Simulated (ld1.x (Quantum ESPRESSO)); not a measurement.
What one change does to a pseudopotential (V, TM)

```
Element                 : V
Generator               : ld1.x (Quantum ESPRESSO) 7.5
Type                    : norm-conserving Troullier–Martins (Kleinman–Bylander form)
Functional              : LDA (PZ)
Relativity              : scalar-relativistic
Frozen core             : [Ne] 3s2
Valence charge          : 11
Reference configuration : 3p6 3d3 4s1.5 4p0 (charge +0.5)
Partial waves           : 4s (bound): rc 2.05 bohr; 3p (bound): rc 1.25 bohr; 3d (bound): rc 1.20 bohr
Local potential         : all-electron potential smoothed inside 1.65 bohr (lloc = -1)
Core correction         : Bessel-smoothed model core, default radius (core density twice the valence density)
```

Change: local potential all-electron potential smoothed inside 1.40 bohr (lloc = -1).

Cutoffs: the cutoffs (Ry, on a coarse ladder) from which the occupation-weighted sum of valence levels, in a spherical-Bessel basis at the reference potential, stays within 10 and 1 mRy of its value at 400 Ry; they do not see the model core or the augmentation charge, which bear on the density cutoff. Errors are all-electron minus pseudo energies relative to the spin-unpolarised reference configuration.

Question: Predict the effect on cutoff, ghosts and configuration errors.

Answer: The potential gets neither clearly harder nor softer (120 Ry and 140 Ry → 120 Ry and 140 Ry); both files keep a bound ghost (s); of the 9 tests that both files solve, the error grows in 1 and shrinks in 5 by more than 15 % and 0.3 meV (median size 19.8 → 22.6 meV); the range in which the s phases agree narrows (upper end 4.6 → 2.5).

```tsv
quantity	base	changed
cutoff, loose	120 Ry	120 Ry
cutoff, tight	140 Ry	140 Ry
loose cutoff by channel (10 mRy a level)	s 15 Ry, p 40 Ry, d 110 Ry	s 12 Ry, p 40 Ry, d 110 Ry
bound ghosts	s	s
error for 3p6 3d3 4s2 4p0, meV [ΔE -3.18 eV]	-0.7	-0.3
error for 3p6 3d3 4s1 4p0, meV [ΔE 4.76 eV]	-1.8	-1.3
error for 3p6 3d3 4s0 4p0, meV [ΔE 19.31 eV]	-17	-17
error for 3p6 3d3 4s1 4p1, meV [ΔE 0.23 eV]	-18	+3.7
error for 3p6 3d1 4s0 4p0, meV [ΔE 94.60 eV]	-59	-23
error for 3p6 3d2 4s0 4p0, meV [ΔE 48.46 eV]	+20	+28
error for 3p6 3d2 4s2 4p1, meV [ΔE 2.73 eV]	-128	-55
error for 3p6 3d3 4s1.5 4p0 (spin-polarised), meV [ΔE -1.89 eV]	+45	+46
error for 3p6 3d3 4s2 4p0 (spin-polarised), meV [ΔE -4.81 eV]	+45	+48
s: phases at 2.24 bohr within 0.05 rad from the reference energy up to (Ry; the scan ends near 5)	4.6	2.5
p: phases at 2.24 bohr within 0.05 rad from the reference energy up to (Ry; the scan ends near 5)	to the end of the scan	to the end of the scan
d: phases at 2.24 bohr within 0.05 rad from the reference energy up to (Ry; the scan ends near 5)	1.8	2.1
```

Changed file: These tests converged, but a pseudo level misses the all-electron one widely, so the file describes the atom poorly there or has found another state: 3p6 3d1 4s0 4p0: empty 4s by 4.8 eV (a node warning on the way). A true bound ghost makes a file unfit for plane-wave use even where its test errors are small: the radial tests pick states by their node count and pass the ghost by.
